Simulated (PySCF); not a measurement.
# C₆ coefficients of unlike pairs at PBE0

Calculated with PySCF 2.14 from the dipole response of each species, C₆(A,B) = (3/π) ∫ α_A(iu) α_B(iu) du, in atomic units, from isotropic polarisabilities. For ions this is the dispersion term alone; charge-induced terms of lower order in 1/R come first.

```csv
species,configuration,basis,relativity,α (bohr³),C₆ (like pair)
V,[Ar] 3d3 4s2 (4F),aug-cc-pVDZ-DK (7s6p4d2f),spin-free X2C,95.10,1032
Ne³⁺,[He] 2s2 2p3 (4S),aug-cc-pCVQZ-DK (9s8p6d4f2g),spin-free X2C,0.6885,0.6057
O²⁺,[He] 2s2 2p2 (3P),aug-cc-pwCVTZ (7s6p4d2f),none,1.746,2.328
C,[He] 2s2 2p2 (3P),aug-cc-pVQZ-DK (6s5p4d3f2g),spin-free X2C,12.69,50.79
```

Estimate C₆ for C with O²⁺.

The integral gives 9.952. The combination rule 2 C_A C_B / (C_A α_B/α_A + C_B α_A/α_B) gives 9.892 and the geometric mean 10.87.

No spin-orbit coupling is included.

The other pairs:

```tsv
pair	C₆
C, Ne³⁺	4.483
O²⁺, V	35.01
C, V	206.4
Ne³⁺, V	14.96
O²⁺, Ne³⁺	1.152
```
